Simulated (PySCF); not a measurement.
B(Cl)2(SiH3) (BCl₂H₃Si), SMILES [SiH3]B(Cl)Cl. Geometry: ωB97X-D3(BJ)/def2-SVP.

Computed equilibrium geometry at ωB97X-D3(BJ)/def2-SVP (PySCF confirms it by a frequency run) as a Z-matrix:
```
Si
H 1 1.4909
H 1 1.4929 2 109.49
H 1 1.4937 2 109.25 3 -118.55
B 1 2.0211 2 111.80 4 -120.19
Cl 5 1.7474 1 122.45 2 5.47
Cl 5 1.7505 6 118.31 1 -179.32
```
Charge 0, spin multiplicity 1.
